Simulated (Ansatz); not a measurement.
`[MgH][Cl]` + `BO[SiH2]S` → `[SH][Mg][Cl]` + `BO[SiH3]` at 298.15 K and 1 bar (redistribution).

Calculated with Ansatz (gas phase, PBE0-D4/def2-TZVP geometries, no zero-point term in ΔE). CCSD(T)/CBS is the MP2 limit (def2-TZVPP, def2-QZVPP) plus CCSD(T) − MP2 in def2-TZVPP, frozen cores. For Mg outer-core shells are correlated without core-valence functions, which leaves a few kJ/mol of doubt a bond. One conformer a species, not always the lowest.

| species | CCSD(T)/CBS energy (Eh) | H − E (kJ/mol) | S (J/(mol·K)) |
| --- | --- | --- | --- |
| `[MgH][Cl]` | -660.33122 | 28.0 | 239.9 |
| `BO[SiH2]S` | -789.92994 | 158.9 | 338.4 |
| `[SH][Mg][Cl]` | -1058.17129 | 41.8 | 303.2 |
| `BO[SiH3]` | -392.11480 | 149.0 | 292.2 |

H − E and S are ideal-gas, rigid-rotor, harmonic terms from PBE0-D4/def2-TZVP, for one conformer and one mirror image of each species. 1 Eh = 2625.50 kJ/mol, R = 8.31446 J/(mol·K).

Problem. By hand: ΔE, ΔH, ΔS and ΔG.

Solution. ΔE = (-1058.17129) + (-392.11480) − (-660.33122) − (-789.92994) = -0.02493 Eh = -65.5 kJ/mol. Δ(H − E) = 41.8 + 149.0 − 28.0 − 158.9 = 3.9, so ΔH = -61.6 kJ/mol. ΔS = 303.2 + 292.2 − 239.9 − 338.4 = 17.1 J/(mol·K). ΔG = -61.6 − 298.15 × (17.1)/1000 = -66.7 kJ/mol.

Problem. By hand: the equilibrium constant, and the temperature at which ΔG would vanish if ΔH and ΔS stayed fixed.

Solution. log₁₀ K = −ΔG/(RT ln 10) = 11.7. ΔH and −TΔS have one sign here, so there is no such temperature.

ΔH outweighs TΔS. A doubt of 5 kJ/mol in ΔE shifts log₁₀ K by 0.9 here. Other conformers and mirror images would add mixing entropy, several J/(mol·K) or more a flexible species. Modes under 60 cm⁻¹, often nearly free rotors, make the harmonic entropy too high. These are equilibria of isolated gas molecules and say nothing of rates. Largest T1 diagnostic: 0.013 (customary marks: 0.02 for closed shells, 0.045 for open ones).
